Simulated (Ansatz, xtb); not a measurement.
Two isomers of C5H7NS

We compare X, `Cc1ccn(S)c1`, a singlet, with Y, `Cc1[nH]ccc1S`, a singlet. Both are isolated molecules in the gas phase, relaxed with r2SCAN-D4/def2-SVP; the shapes shown needn't be the lowest conformers.

X (Å):

```xyz
14

C    -1.0943    0.2549    0.6974
C     0.1312    0.0069   -0.1241
C     0.3159    0.3352   -1.5075
C     1.5858   -0.0550   -1.8743
C     1.3069   -0.5777    0.3060
N     2.1869   -0.6167   -0.7637
S     3.7837   -1.2219   -0.7060
H    -0.9632   -0.1048    1.7288
H    -1.3376    1.3296    0.7464
H    -1.9757   -0.2555    0.2740
H    -0.4140    0.8136   -2.1611
H     2.1265    0.0114   -2.8164
H     3.5054   -2.5117   -1.0377
H     1.6041   -0.9695    1.2773
```

Y (Å):

```xyz
14

C    -0.9671    0.3506    0.2365
C     0.2676   -0.1815   -0.3979
C     1.5345   -1.5380   -1.6934
C     2.3909   -0.6228   -1.1181
C     1.5960    0.2321   -0.2926
N     0.2619   -1.2557   -1.2509
S     2.1524    1.6388    0.6213
H    -1.4727   -0.4072    0.8599
H    -1.6973    0.7097   -0.5093
H    -0.6973    1.1984    0.8815
H    -0.5705   -1.7654   -1.5210
H     1.7214   -2.3603   -2.3816
H     3.4677   -0.5570   -1.2628
H     2.5649    0.9930    1.7403
```

**Question.** Estimate which is lower in electronic energy at CCSD(T)/def2-SVP + ΔMP2/def2-TZVPP, and by roughly how much.

**Answer.** The CCSD(T)/def2-SVP + ΔMP2/def2-TZVPP calculation puts structure Y lower, by 0.651 eV.

The same difference at several levels:

```
                             level            geometry  E(Y) − E(X) (eV)  departure from the last row (eV)  job, with rough time for the two
                r2SCAN-D4/def2-SVP  r2SCAN-D4/def2-SVP              −0.769                            −0.118             optimisation, 4.1 min
                       HF/def2-SVP  r2SCAN-D4/def2-SVP              −0.698                            −0.047           part of the CCSD(T) run
                      MP2/def2-SVP  r2SCAN-D4/def2-SVP              −0.760                            −0.109           part of the CCSD(T) run
                  CCSD(T)/def2-SVP  r2SCAN-D4/def2-SVP              −0.700                            −0.050                      single point
CCSD(T)/def2-SVP + ΔMP2/def2-TZVPP  r2SCAN-D4/def2-SVP              −0.651                                               single point, 3.1 min
```

As drawn, Y has 1 C–S, 1 N–H in place of 1 N–S, 1 C–H.

None of the levels shown reverses the order. The largest departure from CCSD(T)/def2-SVP + ΔMP2/def2-TZVPP is that of r2SCAN-D4/def2-SVP, 0.118 eV. No reliable frequencies are at hand for Y, so it isn't confirmed as a minimum. Levels run at GFN2-xTB geometries aren't shown. The last row adds to CCSD(T) the change of the MP2 difference between the two basis sets, here +0.050 eV.

The correlated steps freeze 11 core orbitals. Codes used: Ansatz 0.2.0, xtb 6.7.1; the last row on 2 threads of Intel(R) Xeon(R) Processor @ 2.50GHz (Skylake/Cascade Lake) on a shared host.
